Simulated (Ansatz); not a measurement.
Geometry optimisation, RKS BLYP-D4/def2-SVP (Ansatz).

Input file:

```yaml
crystal:
  periodic: [false, false, false]
  atoms:
    - { symbol: Ge, position_ang: [0.0, 0.0, 0.0] }
    - { symbol: H, position_ang: [1.0763, 0.0, 1.3798] }
    - { symbol: H, position_ang: [1.6596, 0.0, 0.5553] }
    - { symbol: F, position_ang: [-0.7913, 1.3709, -0.5594] }
    - { symbol: H, position_ang: [-0.73, -1.2648, -0.5162] }
basis:
  gaussian: { orbitals: def2-SVP }
hamiltonian:
  xc: blyp
  dispersion: d4
relax:
  f_tol: 0.15
  max_steps: 25
  restrain:
    - { distance: [1, 2], at: 1.86, k: 30.0 }
    - { distance: [0, 1], at: 1.55, k: 30.0 }
    - { distance: [0, 2], at: 1.55, k: 30.0 }
output:
  orbitals: {}
```

Command:

```bash
$ ansatz run input.yaml --threads 1 --pin off --max-ram 2048MiB --backend cpu --events-out ev --progress --plain --runs-dir out
```

Q: Where does it end, and by what steps?

A: The run converged. The restraints hold the end off the free minimum. After 5 steps the energy has fallen by 3.556 eV (the restraints' own energy left out); H2 moved furthest, 0.54 Å.

```csv
step,energy less start (eV),largest force component (eV/Å),accepted
0,0.0000,3.201,yes
1,-1.5350,3.118,yes
2,-2.8361,2.231,yes
3,-3.2301,2.177,yes
4,-3.5112,1.609,yes
5,-3.5555,1.597,yes
```

```xyz
5
Properties=species:S:1:pos:R:3
Ge 0.170 -0.066 0.120
H 0.583 0.025 1.591
H 1.695 0.025 0.020
F -0.630 1.401 -0.445
H -0.603 -1.279 -0.426
```

The run took 7.5 s on 1 thread of Arm Neoverse V2 (shared host), peak memory 0.1 GiB.
